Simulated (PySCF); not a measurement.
**State search for KC**

Unrestricted PBE0; PySCF, no relativity, basis sets K 6-311G(d,p), C 6-311G(d,p). Outer shells of the fragments: K 4s1; C 2s2 2p2.

Followed along the bond (rough minima from three points):

```csv
2Ms+1,unpaired,⟨S²⟩ at the start,R at minimum (Å),Te (eV)
4,"σ ↑, π ↑↑",3.75,2.52,0.00
2,"σ ↓, π ↑↑",1.76,2.54,0.74
2,"σ ↑, π ↑↓",1.76,2.52,0.74
2,π ↑,0.95,none in the scan,≤ 1.51
```

Solutions found at the starting distance of 2.655 Å, counted from the lowest of them; the search is not exhaustive and high or unbound solutions are not listed, so other states can lie among these:

```json
{"2Ms+1": "4", "unpaired": "σ ↑, π ↑↑", "term": "⁴Σ⁻", "E (eV)": "0.00", "⟨S²⟩": "3.75", "⟨Lz²⟩": "0.00", "μ (D)": "-9.07"}
{"2Ms+1": "2", "unpaired": "σ ↓, π ↑↑", "term": "mixed", "E (eV)": "0.72", "⟨S²⟩": "1.76", "⟨Lz²⟩": "0.00", "μ (D)": "-8.38"}
{"2Ms+1": "2", "unpaired": "σ ↑, π ↑↓", "term": "mixed", "E (eV)": "0.74", "⟨S²⟩": "1.76", "⟨Lz²⟩": "2.01", "μ (D)": "-8.81"}
{"2Ms+1": "2", "unpaired": "π ↑", "term": "²Π", "E (eV)": "1.52", "⟨S²⟩": "0.95", "⟨Lz²⟩": "1.00", "μ (D)": "-5.29"}
{"2Ms+1": "2", "unpaired": "σ ↑", "term": "mixed", "E (eV)": "1.92", "⟨S²⟩": "0.76", "⟨Lz²⟩": "2.00", "μ (D)": "-8.30"}
{"2Ms+1": "2", "unpaired": "π ↑", "term": "²Π", "E (eV)": "2.17", "⟨S²⟩": "0.78", "⟨Lz²⟩": "1.02", "μ (D)": "-8.52"}
```

A term symbol is given only where ⟨S²⟩ and ⟨Lz²⟩ are close to those of a pure state; real π, δ and φ orbitals otherwise mix terms. A positive dipole means K(−)C(+).
